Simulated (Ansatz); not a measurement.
The same path of C$_{3}$H$_{10}$GeS (15 atoms, charge 0, multiplicity 1) was run twice with different band settings. The coordinate that changes most is the dihedral S4–C3–Ge5–H13.

Level of theory: RKS B3LYP/def2-SVP (Ansatz).

Relaxed end points:

```xyz
15
Properties=species:S:1:pos:R:3
C -1.790 -0.463 -0.588
C -0.304 -0.802 -0.735
C 0.555 -0.443 0.488
S 2.250 -1.173 0.400
Ge 0.724 1.498 0.910
H -1.963 0.618 -0.470
H -2.231 -0.967 0.289
H -2.353 -0.793 -1.476
H 0.107 -0.299 -1.628
H -0.189 -1.884 -0.923
H 0.131 -0.923 1.387
H 2.682 -0.453 -0.662
H -0.648 2.203 1.041
H 1.494 1.661 2.234
H 1.514 2.169 -0.238
```

```xyz
15
Properties=species:S:1:pos:R:3
C -1.713 -0.408 -0.813
C -0.242 -0.828 -0.728
C 0.456 -0.440 0.584
S 2.102 -1.257 0.779
Ge 0.673 1.511 0.925
H -1.838 0.686 -0.784
H -2.299 -0.831 0.021
H -2.165 -0.767 -1.751
H 0.318 -0.400 -1.579
H -0.165 -1.923 -0.842
H -0.116 -0.844 1.437
H 2.719 -0.625 -0.248
H 1.259 1.714 2.336
H 1.653 2.074 -0.131
H -0.663 2.289 0.823
```

Common settings: movable images 5; climbing image yes; spring 5.0 eV/Å²; optimiser quadratic models (default); start path through a guess of the saddle point; end points relaxed.

| run | force threshold | iteration limit |
| --- | --- | --- |
| 1 | 0.05 eV/Å | 36 |
| 2 | 0.2 eV/Å | 42 |

**Question.** What does each run give, and how far can it be trusted?

**Answer.** Run 1: converged after 5 iterations, highest image 0.076 eV above the first end. A vibrational analysis at the climbing image gives one clearly imaginary mode, 121i cm⁻¹: a first-order saddle point.
Run 2: converged after 4 iterations, highest image 0.077 eV above the first end. The threshold of 0.2 eV/Å is loose, so the images may lie well off the minimum-energy path. Another band between the same ends (5 images) ends at a top of the same energy, where a vibrational analysis finds 1 clearly imaginary mode.
